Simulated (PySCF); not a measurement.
Molecule: SMILES [SiH3][SiH2]c1ccco1. Atoms near the plane z = 1.2 Å, at the GFN2-xTB optimised geometry (x, y, z in Å): Si1 (3.1, -1.5, 1.7), Si2 (2.3, -0.1, 0.0), C3 (0.5, -0.1, 0.0), C4 (-0.5, 0.9, 0.0), C5 (-1.7, 0.2, 0.0), C6 (-1.5, -1.1, 0.1), O7 (-0.2, -1.3, 0.0), H8 (4.6, -1.4, 1.8), H9 (2.8, -2.9, 1.5), H12 (2.7, 1.3, 0.1), H13 (-0.3, 1.9, 0.0), H14 (-2.7, 0.7, 0.0), H15 (-2.1, -1.9, 0.1).

Calculation: CAM-B3LYP/def2-TZVP run with PySCF. The values are rescaled to run from 0 to 1.

```
|11111111111111111111111111111|
|11111111111111111111111111111|
|11111111111111111111111111111|
|11111111111111111111111111111|
|11111111111222221111111111111|
|11111111111222221111111111111|
|11111111111222222111111111111|
|11122211111222221111111111111|
|11222221111122211111111111111|
|12222221111122211112222211111|
|12222222111222211122332221111|
|22222222222233211234554322221|
|22222222332233211358997543221|
|12222222343222223479999854322|
|12222112233222344589999985322|
|11221111122333455589999999432|
|11111111234433344479999999742|
|11222112246543223469999999984|
|11222222345532112369999999996|
|11222223334321001259999999974|
|12222223332210000136999999732|
|11222223322110000123899998421|
|11222222222110000012899963211|
|11222222221110000012599932111|
|11122222221111000011256421111|
|11112222211111110011122111111|
|11111111111111111111111111111|
|11111111111111111111111111111|
|11111111111111111111111111111|
```
Scale: ten equal steps from 0.000 (start of '0') to 1.00 (end of '9'), in the order '0123456789'; x runs from -5.00 to 5.00, y from -5.00 (bottom) to 5.00 (top).

Which quantity is mapped?
A) log10 of the electron density
B) electrostatic potential
C) Laplacian of the electron density
D) deformation density (molecule minus spherical neutral atoms)

B, electrostatic potential. In full: electrostatic potential (hartree/e), clipped to [-0.08, 0.12].
